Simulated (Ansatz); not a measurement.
Species: LaCl$_{2}$, charge 1, singlet. LaCl2+ (SMILES [Cl][La+][Cl]).
B3LYP-D3(BJ)/def2-TZVP minimum from Ansatz (a quantum-chemistry and plane-wave program):
```xyz
3

La     0.3406    -0.0286     0.4362
Cl     1.0190     0.4048    -1.9492
Cl    -2.1609    -0.3090     0.4867
```
Charge +1, spin multiplicity 1.

Total energies in def2-TZVPP, 16 correlated electrons, 14 frozen orbitals. UHF or UKS for unpaired electrons; spin-orbit terms are left out. Correlated methods leave the cores frozen (noble-gas shells, and filled d and f shells in the p block). Past Kr the def2 sets carry scalar-relativistic core potentials. The spin of Cl2La+ ([Cl][La+][Cl], singlet) was assumed, and the state is the lowest solution found for it.

```tsv
method	program	energy (Eh)	minus CCSDT(Q) (mEh)
HF	Ansatz	-950.13700	469.41
MP2	Ansatz	-950.55517	51.24
CCSD	Ansatz	-950.58416	22.25
CCSD(T)	Ansatz	-950.60457	1.84
CCSDT(Q)	Ansatz	-950.60641	0.00
```

Rough core times of Ansatz's runs on a shared machine: CCSD(T) under 20 s, CCSDT(Q) 20 min.
